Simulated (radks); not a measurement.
Tb3+, 62 electrons, occupied as [Kr] 4d10 4f8.5 5s1.5 5p6 (fractional occupations, a model configuration). Method: Dirac Kohn-Sham, PBE, spin-unpolarised, spherical densities, finite nucleus; open shells fill j = l - 1/2 first; Fermi nuclear charge, rms radius 5.06 fm; computed with a radial shooting solver on a logarithmic mesh with Libxc functionals. Some entries of the table are withheld. Estimate them.

orbital  occ.  eigenvalue (eV)  r(max) (bohr)
1s1/2       2        -51825.79        0.01364
2s1/2       2        -8612.001        0.07767
2p1/2       2        -8186.054        0.05859
2p3/2       4        -7439.476        0.06451
3s1/2       2              (1)         0.2200
3p1/2       2        -1748.241         0.2073
3p3/2       4        -1594.123         0.2198
3d3/2       4        -1274.649         0.1744
3d5/2       6        -1241.025         0.1779
4s1/2       2        -407.2844            (2)
4p1/2       2        -334.6363         0.5089
4p3/2       4        -300.3183         0.5355
4d3/2       4              (3)         0.5420
4d5/2       6              (4)         0.5506
5s1/2     1.5         -75.9164          1.175
5p1/2       2              (5)          1.277
5p3/2       4              (6)          1.353
4f5/2       6         -33.1172         0.5508
4f7/2     2.5         -32.2899         0.5559

Answer. 
(1) 3s1/2 eigenvalue (eV): -1933.586
(2) 4s1/2 r(max) (bohr): 0.5051
(3) 4d3/2 eigenvalue (eV): -180.6338
(4) 4d5/2 eigenvalue (eV): -174.4281
(5) 5p1/2 eigenvalue (eV): -55.7970
(6) 5p3/2 eigenvalue (eV): -51.0283
